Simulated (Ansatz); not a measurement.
`F[SiH]([SiH3])[SiH3]` + `N=CCl` → `[SiH3]/N=C/Cl` + `F[SiH2][SiH3]` at 400 K and 1 bar (cleavage of the Si–Si bond).

Program: Ansatz. Geometries: PBE0-D4/def2-TZVP. ΔE: electronic, gas phase. CCSD(T)/CBS adds triple-zeta CCSD(T) − MP2 to the extrapolated MP2 energy (def2 sets, frozen cores). This one scheme is used for every species. Each species was taken in one conformer, which may not be the lowest.

```tsv
species	CCSD(T)/CBS energy (Eh)	H − E (kJ/mol)	S (J/(mol·K))
`F[SiH]([SiH3])[SiH3]`	-971.28016	199.1	416.6
`N=CCl`	-553.70684	99.7	275.2
`[SiH3]/N=C/Cl`	-844.00397	149.3	344.1
`F[SiH2][SiH3]`	-681.00067	143.3	339.5
```

H − E and S are ideal-gas, rigid-rotor, harmonic terms from PBE0-D4/def2-TZVP, for one conformer and one mirror image of each species. 1 Eh = 2625.50 kJ/mol, R = 8.31446 J/(mol·K).

**Question.** By hand: ΔE, ΔH, ΔS and ΔG.

**Answer.** ΔE = (-844.00397) + (-681.00067) − (-971.28016) − (-553.70684) = -0.01764 Eh = -46.3 kJ/mol. Δ(H − E) = 149.3 + 143.3 − 199.1 − 99.7 = -6.2, so ΔH = -52.5 kJ/mol. ΔS = 344.1 + 339.5 − 416.6 − 275.2 = -8.2 J/(mol·K). ΔG = -52.5 − 400 × (-8.2)/1000 = -49.2 kJ/mol.

**Question.** By hand: the equilibrium constant, and the temperature at which ΔG would vanish if ΔH and ΔS stayed fixed.

**Answer.** log₁₀ K = −ΔG/(RT ln 10) = 6.4. ΔG = 0 at ΔH/ΔS = 6402 K, far beyond where these terms or the molecules hold.

The number of gas molecules stays the same, so ΔS is small and ΔH decides. A doubt of 5 kJ/mol in ΔE shifts log₁₀ K by 0.7 here. Other conformers and mirror images would add mixing entropy, several J/(mol·K) or more a flexible species. These are equilibria of isolated gas molecules and say nothing of rates. Largest T1 diagnostic: 0.013 (customary marks: 0.02 for closed shells, 0.045 for open ones).
